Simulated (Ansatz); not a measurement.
```yaml
crystal:
  periodic: [false, false, false]
  atoms:
    - {symbol: Al, position_ang: [-0.382591, 0.863440, 0.401301]}
    - {symbol: Li, position_ang: [0.799762, -1.356897, -0.285278]}
    - {symbol: Li, position_ang: [-0.292892, 2.552090, 2.266440]}
    - {symbol: Li, position_ang: [-0.442922, -2.209647, -2.966311]}
    - {symbol: Li, position_ang: [2.043116, 1.056028, 0.830785]}
    - {symbol: Li, position_ang: [-0.095584, -0.560982, 2.399648]}
    - {symbol: Li, position_ang: [0.204329, 0.592433, -2.035950]}
    - {symbol: Li, position_ang: [-1.833227, -0.936464, -0.610625]}
basis:
  gaussian: {orbitals: def2-SVPD, fitting: {mean_field: def2-universal-jkfit}}
total_charge: 1
magnetization: {spin_polarized: true, initial_magnetization: 1}
hamiltonian: {xc: {name: CAM-B3LYP}, dispersion: d4}
scf: {omitted_lower_state_checks: [starts]}
output: {forces: true}
```

```sh
$ ansatz run in.yaml --threads 4 --pin off --events-out ev --progress --plain --max-ram 3916MiB
```

Shortened log:

```
Functional definition: CAM-B3LYP
485 factors; integrals over basis functions are off by at most 4.6e-2 eV
485 factors; integrals over basis functions are off by at most 2.8e-3 eV
mean field evaluation 1: about -8008.9502 eV, gradient 2.9e1 eV
mean field evaluation 2: about -7981.4519 eV, gradient 4.9e1 eV
mean field evaluation 4: about -8017.8915 eV, gradient 6.2e0 eV
mean field evaluation 8: about -8018.5043 eV, gradient 2.2e-1 eV
mean field evaluation 16: about -8018.5246 eV, gradient 2.5e-2 eV
mean field evaluation 32: about -8018.5249 eV, gradient 6.8e-5 eV
mean field -8018.52488365 eV, -294.6753543229 hartree, gradient 5.2e-7 eV, S^2 0.775133; 0 other end points of the search recorded, 0 dependent functions left out
reference -8018.52503725 eV, -294.6753599674 hartree; 17, 16 occupied and 91, 92 virtual orbitals, 485 factors
Total energy: -8018.59561896 eV, -294.6779537973 hartree
Atom 0 at    -0.382591     0.863440     0.401301 Å, force    -0.297074     0.155546    -0.229459 eV/Å
Atom 1 at     0.799762    -1.356897    -0.285278 Å, force     0.214677    -0.258503     0.044692 eV/Å
Atom 2 at    -0.292892     2.552090     2.266440 Å, force    -0.075584     0.228350     0.114392 eV/Å
Atom 3 at    -0.442922    -2.209647    -2.966311 Å, force     0.056276    -0.202384    -0.144743 eV/Å
Atom 4 at     2.043116     1.056028     0.830785 Å, force     0.592299     0.156964    -0.008862 eV/Å
Atom 5 at    -0.095584    -0.560982     2.399648 Å, force    -0.092923    -0.371709     0.479503 eV/Å
Atom 6 at     0.204329     0.592433    -2.035950 Å, force     0.074069     0.353511    -0.329307 eV/Å
Atom 7 at    -1.833227    -0.936464    -0.610625 Å, force    -0.471739    -0.061774     0.073784 eV/Å
Dipole moment:     0.255601    -0.398049    -0.076759 e Å
Checks for a lower state left out: starts
```

Run time 12 s (4 threads of Arm Neoverse V2 on a shared host).

The dipole of an ion depends on the origin.
